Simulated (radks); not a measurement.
Isoelectronic series with 1 electrons, all held in the configuration 1s1, which need not be the ground one along the series. Calculated with a radial shooting solver on a logarithmic mesh with Libxc functionals: Dirac Kohn-Sham, PBEsol, spin-unpolarised, spherical densities, finite nucleus; Fermi nuclear charge, rms radius of each element as measured or else 0.836 A^(1/3) + 0.57 fm. Total energies (hartree) and orbital eigenvalues (hartree):

\begin{tabular}{lrr}
ion & E (hartree) & 1s1/2 \\ \hline
H & -0.44990 & -0.23270 \\
Li2+ & -4.30987 & -3.60459 \\
B4+ & -12.17002 & -10.97358 \\
N6+ & -24.03781 & -22.34917 \\
F8+ & -39.92121 & -37.73937 \\
Al12+ & -83.77880 & -80.60699 \\
P14+ & -111.78150 & -108.1125 \\
Cl16+ & -143.85700 & -139.6890 \\
K18+ & -180.02640 & -175.3573 \\
Sc20+ & -220.31366 & -215.1412 \\
V22+ & -264.74571 & -259.0674 \\
Mn24+ & -313.35243 & -307.1653 \\
Co26+ & -366.16694 & -359.4680 \\
Cu28+ & -423.22550 & -416.0113 \\
Ga30+ & -484.56777 & -476.8346 \\
As32+ & -550.23700 & -541.9809 \\
Br34+ & -620.28019 & -611.4968 \\
Rb36+ & -694.74814 & -685.4328 \\
Nb40+ & -857.18119 & -846.7865 \\
Tc42+ & -945.26865 & -934.3259 \\
\end{tabular}
